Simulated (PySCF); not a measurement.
Species: `CCO[Si@H](O[SiH3])S[SiH3]`. The columns A, B, C and D hold Mulliken, IAO, Hirshfeld and ESP-fitted charges (e) of one PBE0/pcSseg-1 density (PySCF), in a shuffled order. Coordinates in Å (GFN2-xTB); the density's dipole moment is (-2.40, -0.76, -1.50) D.

```json
{"atom": "C1", "x": "-2.081", "y": "-1.743", "z": "0.263", "A": "-0.316", "B": "-0.320", "C": "-0.434", "D": "-0.121"}
{"atom": "C2", "x": "-1.229", "y": "-0.985", "z": "-0.742", "A": "+0.287", "B": "+0.045", "C": "-0.038", "D": "+0.017"}
{"atom": "O3", "x": "0.052", "y": "-0.703", "z": "-0.240", "A": "-0.399", "B": "-0.658", "C": "-0.648", "D": "-0.203"}
{"atom": "Si4", "x": "0.417", "y": "0.423", "z": "0.867", "A": "+0.649", "B": "+1.095", "C": "+1.236", "D": "+0.430"}
{"atom": "O5", "x": "-0.269", "y": "1.838", "z": "0.510", "A": "-0.391", "B": "-0.725", "C": "-0.885", "D": "-0.301"}
{"atom": "Si6", "x": "-0.377", "y": "3.178", "z": "-0.406", "A": "+0.613", "B": "+0.725", "C": "+0.884", "D": "+0.395"}
{"atom": "S7", "x": "2.530", "y": "0.476", "z": "0.748", "A": "-0.400", "B": "-0.579", "C": "-0.466", "D": "-0.191"}
{"atom": "Si8", "x": "2.900", "y": "-1.191", "z": "-0.563", "A": "+0.353", "B": "+0.500", "C": "+0.573", "D": "+0.290"}
{"atom": "H9", "x": "-2.266", "y": "-1.123", "z": "1.136", "A": "+0.088", "B": "+0.124", "C": "+0.143", "D": "+0.043"}
{"atom": "H10", "x": "-1.565", "y": "-2.646", "z": "0.580", "A": "+0.093", "B": "+0.125", "C": "+0.150", "D": "+0.045"}
{"atom": "H11", "x": "-3.031", "y": "-2.016", "z": "-0.189", "A": "+0.085", "B": "+0.119", "C": "+0.149", "D": "+0.050"}
{"atom": "H12", "x": "-1.078", "y": "-1.585", "z": "-1.645", "A": "+0.018", "B": "+0.119", "C": "+0.147", "D": "+0.046"}
{"atom": "H13", "x": "-1.722", "y": "-0.045", "z": "-1.017", "A": "-0.006", "B": "+0.113", "C": "+0.125", "D": "+0.038"}
{"atom": "H14", "x": "-0.054", "y": "0.147", "z": "2.210", "A": "-0.110", "B": "-0.125", "C": "-0.167", "D": "-0.082"}
{"atom": "H15", "x": "-1.602", "y": "3.790", "z": "0.103", "A": "-0.133", "B": "-0.119", "C": "-0.138", "D": "-0.079"}
{"atom": "H16", "x": "0.825", "y": "3.974", "z": "-0.187", "A": "-0.112", "B": "-0.101", "C": "-0.137", "D": "-0.073"}
{"atom": "H17", "x": "-0.512", "y": "2.772", "z": "-1.807", "A": "-0.136", "B": "-0.122", "C": "-0.148", "D": "-0.080"}
{"atom": "H18", "x": "2.375", "y": "-0.919", "z": "-1.895", "A": "-0.068", "B": "-0.070", "C": "-0.117", "D": "-0.074"}
{"atom": "H19", "x": "4.355", "y": "-1.235", "z": "-0.566", "A": "-0.049", "B": "-0.078", "C": "-0.114", "D": "-0.075"}
{"atom": "H20", "x": "2.325", "y": "-2.397", "z": "0.016", "A": "-0.065", "B": "-0.068", "C": "-0.115", "D": "-0.074"}
```

Task: Which column most likely holds the ESP-fitted charges?

Result: A. Σ q r misses the density's dipole by 0.05 D (A), 0.76 D (C), 1.15 D (B), 1.34 D (D). Charges fitted to the outside potential are the only set here that is tied to the molecule's multipoles.

Task: And the Hirshfeld charges?

Result: D. The mean sizes are 0.135 e (D), 0.219 e (A), 0.296 e (B), 0.341 e (C), and Hirshfeld charges are commonly the smallest of these schemes.

As computed, A = ESP-fitted, B = Mulliken, C = IAO, D = Hirshfeld. Hydrogens on carbon: ESP-fitted -0.01 to +0.09, Mulliken +0.11 to +0.12, IAO +0.13 to +0.15, Hirshfeld +0.04 to +0.05 e.

The Mulliken scheme gives each basis function's population to the atom it is centred on and halves the overlap population of two atoms between them. The ESP scheme fits charges at the nuclei, held to the total charge, to the electrostatic potential on points at 1.4 to 2.0 times the van der Waals radii.

Geometry: GFN2-xTB, one conformer, isolated molecule.

The run behind these numbers computed NMR shieldings as well. The run took 54 s of wall time (grids of density and orbitals included) on Arm Neoverse V2, one thread, shared host, and the process peaked at 1.1 GiB of memory.

The values belong to the conformer `[CH3:1][CH2:2][O:3][Si@H:4]([O:5][SiH3:6])[S:7][SiH3:8]`: C1–C2–O3–Si4 -75°, C2–O3–Si4–O5 -48°, O3–Si4–O5–Si6 -71°, O3–Si4–S7–Si8 -8°.
